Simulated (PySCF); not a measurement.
Mapped SMILES: `[CH2:1]=[CH:2][C:3](=[O:4])[Si@@H:5]([CH3:6])[F:7]`. Hydrogens are named by the atom that carries them. Ha(C1) is cis to C3; Hb(C1) is trans to C3.

Calculated, not measured (PySCF 2.14): shieldings: GIAO PBE0/pcSseg-1, geometry from GFN2-xTB. Relativity neglected, equivalent nuclei averaged, no solvent model, one conformer.

References, each an isolated molecule treated in the same way: ¹³C, ¹H, ²⁹Si against TMS; ¹⁷O against H2O; ¹⁹F against CFCl3.

| atoms | nucleus | count | δ (ppm) |
| --- | --- | --- | --- |
| C1 | ¹³C | 1 | ? |
| H(C2) | ¹H | 1 | 7.43 |
| C6 | ¹³C | 1 | ? |
| H(C6) | ¹H | 3 | ? |
| Si5 | ²⁹Si | 1 | ? |
| H(Si5) | ¹H | 1 | 4.97 |
| Ha(C1) | ¹H | 1 | 6.64 |
| C2 | ¹³C | 1 | 139.3 |
| O4 | ¹⁷O | 1 | 803.7 |
| Hb(C1) | ¹H | 1 | 5.89 |
| C3 | ¹³C | 1 | 235.1 |
| F7 | ¹⁹F | 1 | -209.2 |

Problem. Complete the table.

Solution. 
- C1: 133.6 ppm, β carbon of a C=C–C=O unit; conjugation with the carbonyl draws π density from the β position
- C6: -2.1 ppm, methyl carbon bonded to Si; an electropositive neighbour leaves it electron-rich and shielded
- H(C6): 0.43 ppm, hydrogen on a methyl carbon bonded to Si; an electropositive neighbour shields it, as in TMS itself
- Si5: -9.0 ppm, silicon bonded to 2 C, F, H

Shifts are as computed. Against solution values, carbons near 30 ppm lie about +3 ppm off and those near 130 ppm about +5 ppm. Of 1211 compounds with measured shifts, 218 miss one by over three times the rms of a fit or turn the order of signals round; such compounds aren't used in these exercises. Unscaled 19F shifts against computed CFCl3 carry errors that often reach 10 to 50 ppm. Unscaled 17O shifts of doubly bonded oxygen tend to come out too high, by tens of ppm or more. Experimental scales use liquid or dissolved standards, which lie at an offset from isolated H2O (liquid H2O: subtract about 36 ppm).
